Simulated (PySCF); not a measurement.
# Gas-phase XPS of `[BH3-][NH2+]C[O][GeH3]`, computed

CH₁₀BGeNO.
Atom-mapped SMILES: `[BH3-:1][NH2+:2][CH2:3][O:4][GeH3:5]`

Geometry (PBE0-D3(BJ)/def2-SVP, Å), atoms numbered from 1 in this order:
```xyz
15
CH10BGeNO angstrom
B     -2.1987    0.6002    0.6760
N     -0.9901    0.2032   -0.3394
C      0.0153   -0.6969    0.2408
O      0.9950   -1.0329   -0.6749
Ge     2.5876   -0.1980   -0.7235
H     -1.6615    1.1627    1.6248
H     -2.7360   -0.4566    0.9874
H     -2.9337    1.3417    0.0368
H     -0.5397    1.0635   -0.6585
H     -1.3773   -0.2373   -1.1767
H     -0.5255   -1.6015    0.5583
H      0.3972   -0.1950    1.1478
H      2.3707    1.2441   -1.2260
H      3.1560   -0.1927    0.7060
H      3.4165   -1.0278   -1.7044
```

Level of theory: delta-SCF UKS SCAN, pcX-2 on the ionised atom, pcseg-1 elsewhere, spin-free X2C in PySCF 2.14.0. Binding energies are ΔSCF values: E(core-ionised, relaxed orbitals) − E(ground state) at a fixed geometry, referred to the vacuum level.

Problem. Give the core binding energies atom by atom.

Solution. 
```csv
atom(s),environment,level,binding energy (eV),count
B1,four-coordinate boron,B 1s,193.67,1
C3,sp3 carbon bound to oxygen,C 1s,293.78,1
N2,"nitrogen bonded to B, C and 2 H",N 1s,407.30,1
O4,oxygen bonded to C and Ge,O 1s,538.47,1
```

Problem. Give the binding energy of N 1s of N2 (atom 2) in hartree and in kJ/mol.

Solution. 407.30 eV = 14.9680 Eh = 39298 kJ/mol.

Problem. Which effective nuclear charge Zeff reproduces each element's mean 1s value in the hydrogen-like formula E = 13.606 eV × Zeff²?

Solution. B (Z = 5): mean 193.7 eV, Zeff = 3.77, Z − Zeff = 1.23; C (Z = 6): mean 293.8 eV, Zeff = 4.65, Z − Zeff = 1.35; N (Z = 7): mean 407.3 eV, Zeff = 5.47, Z − Zeff = 1.53; O (Z = 8): mean 538.5 eV, Zeff = 6.29, Z − Zeff = 1.71. Means run over the listed sites, weighted by atom count.

No level of germanium is listed. Isolated species at its PBE0-D3(BJ)/def2-SVP geometry (one conformer only).
